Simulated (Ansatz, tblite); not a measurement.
Cost and result up the ladder for `[Ag][S]CCCCc1ccc(/N=N/c2ccccc2)cc1` (37 atoms). Charge 0, multiplicity 1. Geometry: r2SCAN-D4/def2-SVP.

Ansatz on 2 threads of AMD EPYC 7R13 on a shared host and a share (18 GiB) of an NVIDIA H100 80GB HBM3; xTB runs through tblite on one thread. Times are rough, summed over both states, and most runs start from the orbitals of an earlier one. No level here is sound enough to serve as a yardstick. The other state is a triplet.

In the def2 sets Ag takes a core potential; there is no spin–orbit coupling. The xTB rows come from tblite. Single mean-field runs in def2-TZVP are fitted with def2-universal-jkfit. HOMO above LUMO, or a gap near zero within one spin, warns that the state may not be the lowest or that an electron is smeared out.

xTB has no spin-polarisation term.

```
                          level  functions  wall time
                       GFN2-xTB        107     0.22 s
                       GFN1-xTB        124     0.35 s
PBE0-D4/def2-TZVP (with forces)        737       21 s
               PBE-D4/def2-TZVP        737       28 s
```

(1) Estimate what each level gives for the vertical triplet (eV).

## Answers

(1) 
```json
{"level": "GFN2-xTB", "vertical triplet (eV)": "1.19", "remarks": "–"}
{"level": "GFN1-xTB", "vertical triplet (eV)": "1.68", "remarks": "–"}
{"level": "PBE0-D4/def2-TZVP (with forces)", "vertical triplet (eV)": "1.86", "remarks": "restricted SCF unstable in HF (singlet)"}
{"level": "PBE-D4/def2-TZVP", "vertical triplet (eV)": "1.75", "remarks": "gap within one spin near zero (triplet), restricted SCF unstable in HF (singlet)"}
```
